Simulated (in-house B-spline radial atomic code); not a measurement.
Inner levels of sulfur as electrons are removed. A shift is the extra binding of the orbital against the neutral atom ([Ne] 3s2 3p4). The density at the nucleus is averaged over the nuclear charge. Computed with an all-electron radial atomic-structure program (B-spline basis): Dirac-Hartree-Fock, average of the configuration, finite nuclei.

| ion | configuration | shift of 1s1/2 (eV) | radius of 1s1/2 (bohr) | Σ<r²> (bohr²) | change of density at nucleus (bohr⁻³) |
| --- | --- | --- | --- | --- | --- |
| S6+ | [He] 2s2 2p6 | 106.13 | 0.096697 | 1.9588 | -14.532 |
| S7+ | [He] 2s2 2p5 | 169.88 | 0.096587 | 1.6077 | -1.3559 |
| S8+ | [He] 2s2 2p4 | 238.19 | 0.096457 | 1.304 | 13.011 |
| S9+ | [He] 2s2 2p3 | 310.99 | 0.096305 | 1.0397 | 28.58 |
| S10+ | [He] 2s2 2p2 | 388.24 | 0.096133 | 0.80803 | 45.365 |
| S11+ | [He] 2s2 2p1 | 469.87 | 0.095938 | 0.60407 | 63.382 |
| S12+ | [He] 2s2 | 555.85 | 0.09572 | 0.42369 | 82.644 |
| S13+ | [He] 2s1 | 633.47 | 0.095696 | 0.21621 | -46.445 |
| S14+ | 1s2 | 713.77 | 0.09558 | 0.024463 | -187.74 |
| S15+ | 1s1 | 982.67 | 0.093323 | 0.011625 | -1497.69 |
